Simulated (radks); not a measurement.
Results of a calculation; reference values are marked as such.
Task: All-electron atom: Ba XLII in [Ne] 3s2 3p3. Level of theory: scalar-relativistic Kohn-Sham, BLYP, spin-polarised, spherical densities, point nucleus; open shells are filled with parallel spins first (spin-orbit coupling, left out, can overturn this in heavy ions) (a radial shooting solver on a logarithmic mesh with Libxc functionals). Some entries of the table are withheld. Estimate them.

orbital  occ.  eigenvalue (eV)  <1/r> (bohr^-1)  <r^2> (bohr^2)
1s up       1        -39807.28            60.71       0.0008878
1s down     1        -39799.55            60.72       0.0008875
2s up       1        -8321.582            14.15         0.01381
2s down     1        -8315.748            14.15         0.01379
2p up       3        -7738.471              (1)         0.01091
2p down     3        -7730.325              (2)         0.01090
3s up       1        -3264.864            5.708         0.07888
3s down     1        -3239.244            5.696         0.07919
3p up       3        -3083.539            5.469         0.07538
3p down     0        -3057.904            5.463         0.07567

Result: 
(1) 2p up <1/r> (bohr^-1): 13.43
(2) 2p down <1/r> (bohr^-1): 13.43
